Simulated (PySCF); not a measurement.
Bonds (- single, = double, # triple, : aromatic): O1=C2, C2-C3, C3-C4, C4-C5, C5-C6, C6-C7, C7-C8, C8-F9, C6-C3, C8-C3. C2 carries H10; C4 carries H11, H12; C5 carries H13, H14; C6 carries H15; C7 carries H16, H17; C8 carries H18. Stereochemistry as in O=C[C@@]12CC[C@@H]1C[C@H]2F. H16 is cis to C5 on the ring; H12, H13 are cis to C7 on the ring; H17 is trans to C5 on the ring; H11, H14 are trans to C7 on the ring.

Computed data (PySCF 2.14): structure optimised with PBE0-D3(BJ)/def2-SVP, PBE0/pcSseg-1 with gauge-including orbitals. One conformer, in vacuum, non-relativistic Hamiltonian.

δ = σ(ref) − σ, references computed at the same level: 13C (σref 184.41) vs TMS.

Problem. Do the 13C shifts follow the atomic charges (in e)? Tabulate both.

Solution. 
| atoms | hybridisation | δ (ppm) | σ para (ppm) | Hirshfeld | IAO | Mulliken | ESP-fitted |
| --- | --- | --- | --- | --- | --- | --- | --- |
| C2 | sp2 | 201.2 | -260 | +0.12 | +0.25 | +0.41 | +0.28 |
| C8 | sp3 | 94.2 | -153 | +0.07 | +0.18 | +0.34 | +0.27 |
| C3 | sp3 | 54.6 | -130 | -0.01 | -0.06 | -0.64 | +0.04 |
| C7 | sp3 | 38.7 | -104 | -0.08 | -0.29 | -0.11 | -0.41 |
| C6 | sp3 | 35.1 | -99 | -0.01 | -0.10 | -0.21 | +0.09 |
| C5 | sp3 | 24.3 | -89 | -0.07 | -0.26 | -0.14 | -0.19 |
| C4 | sp3 | 18.5 | -81 | -0.07 | -0.27 | -0.04 | -0.06 |

Correlation coefficients of δ with charge over these carbons: Hirshfeld +0.92, IAO +0.88, Mulliken +0.66, ESP-fitted +0.66; with the paramagnetic shielding -1.00. Among the 6 sp3 carbons alone: Hirshfeld +0.91, IAO +0.93, Mulliken +0.39, ESP-fitted +0.64. With so few points, grouped by hybridisation, these coefficients are fragile. Charge is one influence among several: hybridisation and low-lying excitations act through the paramagnetic term.

Shifts are as computed. Against solution values, carbons near 30 ppm lie about +2 ppm off and those near 130 ppm about +5 ppm. Of 1211 compounds with measured shifts, 218 miss one by over three times the rms of a fit or turn the order of signals round; such compounds aren't used in these exercises.
